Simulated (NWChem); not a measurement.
System meant: C$_{2}$H$_{5}$AlClN; SMILES C=[CH][Al]([NH2])[Cl]

Input file for NWChem:

```
start job
memory heap 200 mb stack 900 mb global 1100 mb
geometry units angstroms noautosym nocenter noautoz
  Al     0.214153    -0.051428    -0.000900
  Cl    -0.566827    -2.013932     0.000599
  C     -0.977766     1.476575    -0.002469
  C     -0.542945     2.746006     0.002422
  H     -2.066898     1.329397    -0.007141
  H     -1.226532     3.604902     0.001740
  H      0.523871     3.003554     0.007503
  N      1.972473     0.101093    -0.000320
  H      2.612061    -0.685523     0.001393
  H      2.492935     0.970660    -0.002003
end
basis spherical
  * library 6-31g*
end
dft
  xc m06-l
  iterations 150
end
property
  shielding
end
task dft property
```

End of the output:

```
 Vector   30  Occ=0.000000D+00  E= 3.806182D-02
              MO Center= -5.2D-02,  5.4D-01, -1.6D-03, r^2= 4.9D+00
   Bfn.  Coefficient  Atom+Function         Bfn.  Coefficient  Atom+Function
  ----- ------------  ---------------      ----- ------------  ---------------
    13      0.607356   1 Al pz               45     -0.518230   3 C  pz
     9      0.477040   1 Al pz               41     -0.359900   3 C  pz
    59      0.332229   4 C  pz               79     -0.244941   8 N  pz
    75     -0.197217   8 N  pz               55      0.184023   4 C  pz
    31     -0.180788   2 Cl pz               27     -0.175498   2 Cl pz

 center of mass
 --------------
 x =  -0.04170746 y =  -0.20587901 z =  -0.00012380

 moments of inertia (a.u.)
 ------------------
        1010.049154477809          -6.927101877914          -0.008733822395
          -6.927101877914         361.214870177366          -0.037382560342
          -0.008733822395          -0.037382560342        1371.261909810232

     Multipole analysis of the density
     ---------------------------------

     L   x y z        total         alpha         beta         nuclear
     -   - - -        -----         -----         ----         -------
     0   0 0 0     -0.000000    -27.000000    -27.000000     54.000000

     1   1 0 0      0.646718      0.166123      0.166123      0.314473
     1   0 1 0      0.949761      1.078913      1.078913     -1.208066
     1   0 0 1     -0.000586      0.002114      0.002114     -0.004813

     2   2 0 0    -28.373876   -121.115489   -121.115489    213.857102
     2   1 1 0     -1.051815      2.894550      2.894550     -6.840915
     2   1 0 1      0.007839     -0.012329     -0.012329      0.032497
     2   0 2 0    -33.216314   -289.040381   -289.040381    544.864448
     2   0 1 1      0.003491     -0.023813     -0.023813      0.051117
     2   0 0 2    -32.743154    -16.371944    -16.371944      0.000733

          -----------------------------------------
          Chemical Shielding Tensors (GIAO, in ppm)
          -----------------------------------------

 ------------------------------------------------------------------------
  xm06: d2 not coded                    0
 ------------------------------------------------------------------------
 ------------------------------------------------------------------------
  current input line :
    25: task dft property
 ------------------------------------------------------------------------
 ------------------------------------------------------------------------
 This error has not yet been assigned to a category
 ------------------------------------------------------------------------
 For more information see the NWChem manual at https://nwchemgit.github.io

0: xm06: d2 not coded:Received an Error in Communication
```

Problem. Can this run be used? If not, why, and what is the fix?

Solution. The run crashed. Cause: this functional's second derivatives, which shieldings need, aren't coded here; the fix takes a hybrid GGA instead. This input runs:
```
start job
memory heap 200 mb stack 900 mb global 1100 mb
geometry units angstroms noautosym nocenter noautoz
  Al     0.214153    -0.051428    -0.000900
  Cl    -0.566827    -2.013932     0.000599
  C     -0.977766     1.476575    -0.002469
  C     -0.542945     2.746006     0.002422
  H     -2.066898     1.329397    -0.007141
  H     -1.226532     3.604902     0.001740
  H      0.523871     3.003554     0.007503
  N      1.972473     0.101093    -0.000320
  H      2.612061    -0.685523     0.001393
  H      2.492935     0.970660    -0.002003
end
basis spherical
  * library 6-31g*
end
dft
  xc pbe0
  iterations 150
end
property
  shielding
end
task dft property
```
It converges to -836.21868 Ha (PBE0/6-31G* (spherical d), GIAO).
